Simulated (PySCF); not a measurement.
**Broadened absorption spectrum of C4H6GeOS**

Compound: C4H6GeOS.
InChI=1S/C4H6GeOS/c5-6-4-1-2-7-3-4/h1-3H,5H3

Computed, not measured: TDDFT CAM-B3LYP/def2-SVPD, vertical, gas phase, core orbitals frozen in the response in PySCF 2.14.0, density-fitted response routines. The structure is a single PBE0-D3(BJ)/def2-SVP conformer in the gas phase; no vibrational or solvent corrections. Relativistic effects, spin–orbit coupling among them, are left out although an element past zinc is present. Torsions of this conformer, `[GeH3:1][O:2][c:3]1[cH:4][cH:5][s:6][cH:7]1`: Ge1–O2–C3–C4 180°.

Computed states:

```json
{"state": "S1", "E (eV)": "5.35", "f": "0.085"}
{"state": "S2", "E (eV)": "5.38", "f": "0.0004"}
{"state": "S3", "E (eV)": "5.77", "f": "0.0028"}
{"state": "S4", "E (eV)": "5.99", "f": "0.0000"}
{"state": "S5", "E (eV)": "6.00", "f": "0.097"}
{"state": "S6", "E (eV)": "6.31", "f": "0.0025"}
{"state": "S7", "E (eV)": "6.58", "f": "0.020"}
{"state": "S8", "E (eV)": "6.66", "f": "0.0003"}
{"state": "S9", "E (eV)": "6.75", "f": "0.0016"}
{"state": "S10", "E (eV)": "6.83", "f": "0.0001"}
```

Each state is given a Gaussian of 0.5 eV full width at half maximum, with ε(max) = 2.175×10⁸ f / Δν̃ (Δν̃ the width in cm⁻¹). The width is an assumption, not a result. The curve ends short of the highest state used, and states not computed would add to its high-energy end.

Problem. Give the broadened spectrum and its maxima.

Solution. 
(E (eV), ε (L mol⁻¹ cm⁻¹)): (4.60, 10), (4.63, 16), (4.67, 29), (4.71, 52), (4.75, 90), (4.79, 149), (4.82, 214), (4.86, 336), (4.90, 508), (4.94, 741), (4.98, 1044), (5.01, 1319), (5.05, 1747), (5.09, 2233), (5.13, 2756), (5.17, 3282), (5.20, 3657), (5.24, 4097), (5.28, 4434), (5.32, 4638), (5.36, 4695), (5.39, 4643), (5.43, 4461), (5.47, 4184), (5.51, 3860), (5.55, 3542), (5.58, 3339), (5.62, 3153), (5.66, 3093), (5.70, 3174), (5.74, 3394), (5.77, 3635), (5.81, 4027), (5.85, 4453), (5.89, 4856), (5.93, 5182), (5.96, 5347), (6.00, 5435), (6.04, 5359), (6.08, 5125), (6.12, 4757), (6.15, 4417), (6.19, 3914), (6.23, 3397)

Maxima: 231 nm (5.36 eV), ε about 4700, made up of S1 (98%); 207 nm (6.00 eV), ε about 5400, made up of S5 (96%) (ε in L mol⁻¹ cm⁻¹; maxima over ε = 5, shares over 10%).

Problem. Coming from long wavelengths, where does ε first pass 100 L mol⁻¹ cm⁻¹?

Solution. At about 261 nm (4.76 eV), 0.59 eV below S1.

Problem. On this curve, what absorbance would a 10⁻⁴ mol/L sample give at 222 nm over a 1 cm path?

Solution. 222 nm is 5.585 eV, where ε is about 3300 L mol⁻¹ cm⁻¹, so A = ε c l ≈ 0.33 (Beer–Lambert, with the gas-phase spectrum and the assumed width).

Problem. What would ε be at 6.00 eV, the highest of these maxima, with half the width (0.25 eV)?

Solution. About 10500 L mol⁻¹ cm⁻¹ against 5440, a factor of about 1.9; a lone state at its own centre would give exactly 2.

The vertical ionisation energy (ΔSCF) is 8.20 eV, 1.37 eV above S10.
